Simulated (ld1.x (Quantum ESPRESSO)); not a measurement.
Scattering properties, ultrasoft potential for phosphorus

phosphorus (P), ultrasoft, made with ld1.x (Quantum ESPRESSO) 7.5 (BP86, scalar-relativistic). Core [Ne], reference 3s2 3p3. Waves: 3s (bound): rcut 0.95, rcutus 1.30 bohr; 3s channel at -0.4 Ry: rcut 0.95, rcutus 1.30 bohr; 3p (bound): rcut 1.15, rcutus 1.50 bohr; 3p channel at 1.65 Ry: rcut 1.15, rcutus 1.50 bohr; 3d channel at 0.5 Ry: rcut 1.05, rcutus 1.30 bohr; 3d channel at 1.7 Ry: rcut 1.05, rcutus 1.30 bohr. Local part: all-electron potential smoothed inside 1.15 bohr (lloc = -1). Core correction: none. Augmentation charge: PSQ, inside the norm-conserving radii.

The phase is arctan(r·u′/u) with u = r·R(r), unwrapped; energies in Ry, scanned from -3 to 5 Ry. A pole is an energy at which the radial function vanishes at the test radius. The pseudo phase is shifted by a multiple of π to meet the all-electron one at the reference energy, and phase errors are pseudo minus all-electron; the curves can meet again beyond the range given. Levels narrower than the energy grid can be missing from the lists of poles.

```json
{"channel": "s", "radius (bohr)": "1.65", "reference energy (Ry)": "-1.03", "poles, all-electron": "3.91", "poles, pseudo": "3.93", "unbroken range about the reference energy with phases within 0.05 rad": "the whole range", "phase error 1 Ry above the reference energy (rad)": "-0.000"}
{"channel": "p", "radius (bohr)": "1.65", "reference energy (Ry)": "-0.41", "poles, all-electron": "4.91", "poles, pseudo": "4.83", "unbroken range about the reference energy with phases within 0.05 rad": "the whole range", "phase error 1 Ry above the reference energy (rad)": "-0.000"}
{"channel": "d", "radius (bohr)": "1.65", "reference energy (Ry)": "0.50", "poles, all-electron": "none", "poles, pseudo": "none", "unbroken range about the reference energy with phases within 0.05 rad": "the whole range", "phase error 1 Ry above the reference energy (rad)": "+0.000"}
```

Note: ghost state, extra bound levels that the all-electron valence spectrum of the same l lacks: s at -74.9 eV. A true bound ghost makes a file unfit for plane-wave use.

Phases in the p channel:

```csv
E (Ry),all-electron,pseudo
-3.00,1.133,1.132
-2.52,1.078,1.077
-2.04,1.003,1.002
-1.56,0.894,0.894
-1.08,0.727,0.727
-0.60,0.458,0.458
-0.12,0.043,0.043
0.36,-0.443,-0.443
0.84,-0.826,-0.826
1.32,-1.069,-1.069
1.80,-1.222,-1.222
2.28,-1.323,-1.324
2.76,-1.396,-1.396
3.24,-1.450,-1.450
3.72,-1.493,-1.494
4.20,-1.528,-1.530
4.68,-1.558,-1.561
```
